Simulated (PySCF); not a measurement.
Coordinates in bohr (charge 0 multiplicity 1):
```
Sb    0.0000    0.0000    0.3558
S     0.0000    0.0000   -3.8765
F     0.0000    0.0000    4.2608
```

Computed with PBE0/[Sb def2-TZVP with ECP28, S def2-TZVP, F def2-TZVP], scalar-relativistic core potentials, density fitting, no spin–orbit coupling, PySCF.

This geometry of SbSF is a stationary point at this level.

What is the point group?

C∞v.

Is it a minimum?

No: it has 2 imaginary modes (one degenerate set), at 216i cm⁻¹ (π).

List the harmonic modes with their infrared intensities.


```json
{"symmetry": "π", "ω (cm⁻¹)": "216i", "IR (km/mol, summed over degenerate members)": "–"}
{"symmetry": "σ+", "ω (cm⁻¹)": "445", "IR (km/mol, summed over degenerate members)": "189"}
{"symmetry": "σ+", "ω (cm⁻¹)": "470", "IR (km/mol, summed over degenerate members)": "42.3"}
```

Give the atomic charges and bond orders.


| atom | Mulliken | Löwdin | polar tensor | Mayer order to Sb1 |
| --- | --- | --- | --- | --- |
| Sb1 | 0.83 | 0.45 | 1.11 | – |
| S2 | -0.33 | -0.03 | -0.40 | 2.27 |
| F3 | -0.50 | -0.42 | -0.72 | 0.71 |

In C∞v the vibrations span π + 2σ+.

Only a few start shapes were tried, so a lower isomer may exist. At this level a singlet minimum of Cs symmetry lies 179 kJ/mol below this structure.
